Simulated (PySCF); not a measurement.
## Spinor energies of Tc (technetium, neutral)

Start: [Kr] 4d5 5s2; 4d3/2 filled at m_j = -3/2, -1/2, +1/2, +3/2; 4d5/2 filled at m_j = +5/2. Calculated with PySCF 2.14 in x2c-TZVPPall-2c: generalised Hartree-Fock with the X2C-1e Hamiltonian and a Gaussian nucleus; one run each with spin-orbit coupling (SO) switched off, then screened by Boettger's factors.

```tsv
spinor shell	electrons	ε, spin-free (eV)	ε, screened SO (eV)	weight of nominal j (screened SO)	rms radius, screened SO (bohr)
1s1/2	2	-21159.9	-21158.7	1.000	0.0394
2s1/2	2	-3096.5	-3096.2	1.000	0.162
2p1/2	2	-2764.7	-2846.4	1.000	0.141
2p3/2	4	-2764.7	-2726.5	1.000	0.145
3s1/2	2	-572.81	-572.73	1.000	0.442
3p1/2	2	-460.90	-475.11	1.000	0.439
3p3/2	4	-460.90	-454.23	1.000	0.450
3d3/2	4	-279.96	-282.45	0.965	0.433
4s1/2	2	-89.858	-89.840	1.000	1.13
4p1/2	2	-56.241	-61.813	0.658	1.26
4p3/2	4	-56.241	-53.516	0.829	1.27
4d3/2	4	-14.162	-14.194	0.529	1.80
4d5/2	1	-14.162	-14.012	1.000	1.81
5s1/2	2	-6.646	-6.646	1.000	3.85
```

**Question.** Where does 3d5/2 lie, and what is the 3d spin-orbit splitting (screened SO)?

**Answer.** At -278.21 eV, 4.234 eV above 3d3/2.

```json
{"quantity": "E (hartree)", "spin-free": "-4282.77379", "screened SO": "-4283.32786"}
{"quantity": "M_J", "spin-free": "5/2", "screened SO": "5/2"}
{"quantity": "⟨J²⟩", "spin-free": "8.791", "screened SO": "8.791"}
{"quantity": "⟨L²⟩", "spin-free": "0.000", "screened SO": "0.018"}
{"quantity": "⟨S²⟩", "spin-free": "8.791", "screened SO": "8.779"}
```

Each row is a mean over spinors that exchange with the open shell spreads, by up to 9.498 eV (4p3/2).

Rows whose weight is well below 1 are mixtures of j = l ± 1/2: exchange outweighs spin-orbit coupling there, and the label is only the starting occupation.

Breit and QED terms are absent; they matter most for the inner s and p1/2 levels.

Densities and radii are taken from the X2C orbitals without a picture-change correction, which distorts them close to the nucleus.

Without spin-orbit coupling the j labels of p, d and f shells carry no meaning; the spin-free column gives the mean over the occupied spinors of each nl shell.
